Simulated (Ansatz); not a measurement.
C3H4AlI (`IC1=[CH][AlH][CH2]1`). Charge 0, multiplicity 1. I: def2 effective core potential.

```xyz
9

I     1.843   -1.214    1.866
C     0.613   -0.235    0.432
C     1.077    0.668   -0.447
Al   -0.735    0.771   -1.063
C    -0.857   -0.561    0.387
H     2.109    0.983   -0.512
H    -1.624    1.517   -2.138
H    -1.052   -1.611    0.158
H    -1.373   -0.318    1.318
```

Question: What are the harmonic wavenumbers in cm⁻¹ at PBE0-D4/def2-TZVP (Ansatz, finite differences of forces, unscaled)? (Estimate.)

Answer: Ansatz gave: 72, 227, 260, 405, 434, 548, 572, 652, 673, 793, 878, 966, 1049, 1090, 1154, 1438, 1548, 1933, 3081, 3125, 3238.

Question: Is this a minimum?

Answer: Yes, all 21 modes are real.

Question: Give the ideal-gas thermochemistry at 298.15 K and 1 bar (rigid rotor, harmonic oscillator; point group Cs, symmetry number 1).

Answer: Zero-point energy 144.4 kJ/mol; H(298) − E = 162.8 kJ/mol; entropy 342.0 J/(mol·K), of which translation 174.6, rotation 117.7, vibration 49.8; G(298) − E = 60.9 kJ/mol. Modes under 100 cm⁻¹ are hindered rotations or soft bends, so the harmonic entropy is rough.

Question: And at 400, 500, 600, 800 and 1000 K?

Answer: 
| T (K) | H − E (kJ/mol) | S (J/mol/K) | G − E (kJ/mol) |
| --- | --- | --- | --- |
| 400 | 173.7 | 373.1 | 24.4 |
| 500 | 186.0 | 400.5 | -14.3 |
| 600 | 199.6 | 425.3 | -55.6 |
| 800 | 229.7 | 468.4 | -145.1 |
| 1000 | 262.4 | 504.9 | -242.5 |
